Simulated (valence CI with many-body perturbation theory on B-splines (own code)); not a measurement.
# Ba⁵⁰⁺: E2, E3, M1, M2 decay

Calculated by configuration interaction combined with many-body perturbation theory (CI+MBPT): four valence electrons over a frozen Dirac-Fock core [He], a basis of 11 s, 11 p, 9 d, 7 f, 5 g, 2 h, 1 i functions for each j, with the one-electron correlation potential Σ1 (screened to all orders), the two-electron term Σ2, the three-electron term Σ3, Breit, model QED; selected single and double excitations, second order for the rest (own B-spline code, finite nucleus).

The last digits are not significant, and no measured levels were compared; by estimate large intervals hold to a few tenths of a per cent, small ones and those within an open d or f shell to about a per cent. Among the levels kept, up to 290 cm⁻¹ of a level comes from second order outside the variational space, and about a tenth of that is noise between levels of different J, which matters for small intervals.

Lines 1 to 48 of 48 in falling wavelength, among levels below 6384.6 eV, chosen from the decays that carry over 1 % of a level's rate. Wavelengths and rates use the calculated energies. Electric multipoles are in the length gauge, E1 and E2 with the static RPA response of the core. S is in atomic units (e²a₀⁴ for E2 and M2, e²a₀⁶ for E3), for M1 in squared Bohr magnetons. Weak lines are less certain than strong ones. Lines between different terms over intervals too small for the method are left out, as are lines whose strength nearly cancels. The highest levels of a list are the least certain.

Levels are named by their leading jj configuration (3d3/2^4 stands for four electrons in 3d with j = 3/2), which in mixed levels can hold well under half, so a name can repeat and another be missing. Letters in brackets count levels of one name in rising energy.

```tsv
λ vac (nm)	Upper	Lower	Type	A (s⁻¹)	S (a.u.)
77.06	(2s^2 2p1/2 2p3/2) J=2	(2s^2 2p1/2 2p3/2) J=1	M1	1.11e+04	9.42e-01
3.156	(2s^2 2p1/2 2p3/2) J=1	(2s^2 2p1/2^2) J=0	M1	3.95e+08	1.38e+00
3.053	(2s^2 2p3/2^2) J=2	(2s^2 2p1/2 2p3/2) J=2	M1	3.23e+08	1.71e+00
3.032	(2s^2 2p1/2 2p3/2) J=2	(2s^2 2p1/2^2) J=0	E2	6.26e+05	7.17e-05
2.936	(2s^2 2p3/2^2) J=2	(2s^2 2p1/2 2p3/2) J=1	M1	3.28e+08	1.54e+00
2.667	(2s^2 2p3/2^2) J=0	(2s^2 2p1/2 2p3/2) J=1	M1	8.23e+08	5.79e-01
0.2621	(2s^2 2p3/2 3d5/2) J=4	(2s 2p3/2^3) J=2	E2	7.02e+08	6.97e-07
0.2432	(2s^2 2p3/2 3d5/2) J=4	(2s 2p1/2 2p3/2^2) J=2 [b]	E2	5.78e+08	3.96e-07
0.2432	(2s 2p1/2 2p3/2 3p1/2) J=0	(2s 2p1/2 2p3/2^2) J=2 [b]	E2	1.69e+11	1.28e-05
0.2428	(2s^2 2p3/2 3p1/2) J=2	(2s^2 2p3/2^2) J=0	E2	9.28e+10	3.49e-05
0.2420	(2s^2 2p1/2 3p1/2) J=1	(2s^2 2p1/2 2p3/2) J=2	E2	2.62e+11	5.84e-05
0.2420	(2s 2p1/2^2 3p1/2) J=0	(2s 2p1/2^2 2p3/2) J=2	E2	5.06e+11	3.75e-05
0.2413	(2s^2 2p1/2 3p1/2) J=1	(2s^2 2p1/2 2p3/2) J=1	E2	2.58e+11	5.66e-05
0.2409	(2s^2 2p3/2 3p1/2) J=1	(2s^2 2p3/2^2) J=2	E2	2.72e+11	5.90e-05
0.2408	(2s^2 2p3/2 3p1/2) J=2	(2s^2 2p3/2^2) J=2	E2	3.58e+11	1.29e-04
0.2406	(2s^2 2p1/2 3p1/2) J=0	(2s^2 2p1/2 2p3/2) J=2	E2	4.98e+11	3.58e-05
0.2402	(2s^2 2p3/2 3d5/2) J=4	(2s 2p1/2 2p3/2^2) J=3	E2	2.51e+09	1.61e-06
0.2401	(2s 2p1/2 2p3/2 3p3/2) J=4	(2s 2p1/2 2p3/2^2) J=2 [b]	E2	1.41e+10	9.02e-06
0.2384	(2s 2p1/2 2p3/2 3p1/2) J=0	(2s 2p1/2 2p3/2^2) J=2 [a]	E2	1.14e+11	7.87e-06
0.2371	(2s 2p1/2 2p3/2 3p3/2) J=4	(2s 2p1/2 2p3/2^2) J=3	E2	1.46e+11	8.76e-05
0.2369	(2s 2p1/2 2p3/2 3p3/2) J=0 [b]	(2s 2p1/2 2p3/2^2) J=2 [b]	E2	2.58e+11	1.72e-05
0.2366	(2s 2p1/2 2p3/2 3p3/2) J=1 [d]	(2s 2p1/2 2p3/2^2) J=2 [b]	E2	1.50e+11	2.97e-05
0.2361	(2s 2p1/2 2p3/2 3p3/2) J=1 [d]	(2s 2p1/2 2p3/2^2) J=1 [a]	E2	1.28e+11	2.51e-05
0.2360	(2s 2p1/2^2 3p3/2) J=2	(2s 2p1/2^2 2p3/2) J=2	E2	1.77e+11	5.79e-05
0.2359	(2s^2 2p3/2 3p3/2) J=1	(2s^2 2p3/2^2) J=2	E2	1.77e+11	3.47e-05
0.2359	(2s^2 2p1/2 3p3/2) J=2	(2s^2 2p1/2 2p3/2) J=2	E2	1.76e+11	5.75e-05
0.2356	(2s^2 2p3/2 3p3/2) J=3	(2s^2 2p3/2^2) J=2	E2	1.68e+11	7.64e-05
0.2354	(2s 2p1/2 2p3/2 3p3/2) J=4	(2s 2p1/2 2p3/2^2) J=2 [a]	E2	9.28e+09	5.39e-06
0.2352	(2s^2 2p1/2 3p3/2) J=2	(2s^2 2p1/2 2p3/2) J=1	E2	7.85e+10	2.52e-05
0.2332	(2s 2p1/2 2p3/2 3d5/2) J=5	(2s 2p1/2 2p3/2^2) J=3	M2	7.94e+09	5.37e-06
0.2332	(2s 2p1/2 2p3/2 3d5/2) J=5	(2s 2p1/2 2p3/2^2) J=3	E3	3.78e+08	4.96e-06
0.2324	(2s 2p1/2 2p3/2 3p3/2) J=0 [b]	(2s 2p1/2 2p3/2^2) J=2 [a]	E2	7.66e+10	4.64e-06
0.2319	(2s^2 2p3/2 3d5/2) J=4	(2s^2 2p3/2^2) J=2	M2	7.55e+09	4.07e-06
0.2319	(2s^2 2p3/2 3d5/2) J=4	(2s^2 2p3/2^2) J=2	E3	5.27e+08	5.43e-06
0.2224	(2s^2 2p3/2 3d5/2) J=4	(2s 2p1/2^2 2p3/2) J=2	E2	3.62e+09	1.58e-06
0.2198	(2s 2p1/2 2p3/2 3p3/2) J=4	(2s 2p1/2^2 2p3/2) J=2	E2	2.76e+11	1.14e-04
0.2193	(2s 2p1/2 2p3/2 3p3/2) J=1 [d]	(2s 2p1/2^2 2p3/2) J=1	E2	1.53e+11	2.08e-05
0.2190	(2s^2 2p3/2 3p3/2) J=1	(2s^2 2p1/2 2p3/2) J=2	E2	2.13e+11	2.87e-05
0.2189	(2s^2 2p1/2 3p3/2) J=2	(2s^2 2p1/2^2) J=0	E2	2.40e+11	5.37e-05
0.2188	(2s^2 2p3/2 3p3/2) J=3	(2s^2 2p1/2 2p3/2) J=2	E2	1.14e+11	3.57e-05
0.2181	(2s^2 2p3/2 3p3/2) J=3	(2s^2 2p1/2 2p3/2) J=1	E2	1.54e+11	4.76e-05
0.2181	(2s^2 2p3/2 3p3/2) J=2	(2s^2 2p1/2 2p3/2) J=2	E2	1.69e+11	3.72e-05
0.2164	(2s 2p1/2 2p3/2 3d5/2) J=5	(2s 2p1/2^2 2p3/2) J=2	E3	9.56e+08	7.43e-06
0.2155	(2s^2 2p3/2 3d5/2) J=4	(2s^2 2p1/2 2p3/2) J=2	M2	3.10e+09	1.16e-06
0.2155	(2s^2 2p3/2 3d5/2) J=4	(2s^2 2p1/2 2p3/2) J=2	E3	3.95e+08	2.44e-06
0.2149	(2s^2 2p3/2 3d5/2) J=4	(2s^2 2p1/2 2p3/2) J=1	E3	6.51e+08	3.94e-06
0.2107	(2s 2p1/2 2p3/2 3d3/2) J=4	(2s^2 2p1/2 2p3/2) J=2	E2	5.89e+11	1.97e-04
0.2081	(2s 2p1/2 2p3/2 3d3/2) J=1 [c]	(2s^2 2p1/2 2p3/2) J=1	E2	1.58e+12	1.65e-04
```
